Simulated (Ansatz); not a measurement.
Series BiH2X: PBE-D4/def2-SVP single points in Ansatz on relaxed structures, gas phase. Core potentials for Bi, I, no spin–orbit coupling. Binding counts from free atoms in the multiplicity of their measured ground term, without zero-point energy. The structures are stationary points that may keep the symmetry of their start.

| species | atoms | state | geometry | HOMO (eV) | LUMO (eV) | gap (eV) | binding per atom (eV) | point group (within 0.1 Å) |
| --- | --- | --- | --- | --- | --- | --- | --- | --- |
| BiH2Br | 4 | singlet | r2SCAN-D4/def2-TZVP | -6.24 | -2.62 | 3.62 | 2.00 | Cs |
| BiH2F | 4 | singlet | PBE-D4/def2-TZVP | -6.62 | -2.27 | 4.34 | 2.32 | Cs |
| BiH2Cl | 4 | singlet | PBE0-D4/def2-TZVP | -6.39 | -2.37 | 4.02 | 2.08 | Cs |
| BiH2I | 4 | singlet | PBE-D4/def2-TZVP | -5.96 | -2.90 | 3.06 | 1.90 | Cs |
| BiH2Me (CH5Bi) | 7 | singlet | PBE-D4/def2-TZVP | -6.14 | -0.76 | 5.38 | 2.99 | – |
| BiH2(CF3) (CH2BiF3) | 7 | singlet | r2SCAN-D4/def2-SVP | -6.68 | -1.66 | 5.02 | 3.43 | – |
| BiH2(SiH3) (SiBiH5) | 7 | singlet | PBE-D4/def2-TZVP | -6.33 | -1.11 | 5.22 | 2.45 | – |
| BiH2(vinyl) (C2H5Bi) | 8 | singlet | PBE-D4/def2-TZVP | -6.26 | -1.13 | 5.13 | 3.47 | – |
| BiH2(OMe) (CH5BiO) | 8 | singlet | r2SCAN-D4/def2-TZVP | -5.46 | -1.74 | 3.71 | 3.18 | – |
| BiH2(SMe) (CH5BiS) | 8 | singlet | r2SCAN-D4/def2-TZVP | -5.13 | -1.76 | 3.37 | 3.04 | – |
| BiH2(OEt) (C2H7BiO) | 11 | singlet | PBE0-D4/def2-SVP | -5.32 | -1.84 | 3.48 | 3.53 | – |
| BiH2(NMe2) (C2H8BiN) | 12 | singlet | PBE-D4/def2-SVP | -4.60 | -1.47 | 3.13 | 3.45 | – |
| BiH2(iPr) (C3H9Bi) | 13 | singlet | PBE0-D4/def2-SVP | -5.71 | -0.84 | 4.86 | 3.63 | Cs |

The gap (eV) runs from 3.06 (BiH2I) to 5.38 (BiH2Me).
